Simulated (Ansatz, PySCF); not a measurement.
Energy difference R1 + R2 → P1 + P2, each structure at its B3LYP-D3(BJ)/def2-TZVP stationary point, reached from a drawn start (curvature not checked).
R1, ILi (SMILES [Li][I]) (charge 0, multiplicity 1):
```csv
atom,x (Å),y (Å),z (Å)
Li,0.0000,0.0000,-1.1960
I,0.0000,0.0000,1.1960
```
R2: CsF (SMILES [F][Cs]), charge 0, multiplicity 1.
P1: FLi (SMILES [Li][F]), charge 0, multiplicity 1.
P2: CsI (SMILES [I][Cs]), charge 0, multiplicity 1.

P less R. No zero-point or thermal terms; no spin–orbit coupling.

Codes used: Ansatz (a first-principles code); PySCF for the D3/D4 terms. All values are computed, each at the level named. Elements past Kr take the def2 small-core potentials, without spin–orbit coupling.

Problem. What is the computed reaction energy (B3LYP-D4/def2-TZVPP)?

Solution. -0.57 eV

Problem. Predict the reaction energy from BHLYP/def2-TZVPP.

Solution. -0.62 eV

Problem. Estimate the reaction energy that PBE-D3(BJ)/def2-TZVPP returns for this input.

Solution. -0.47 eV
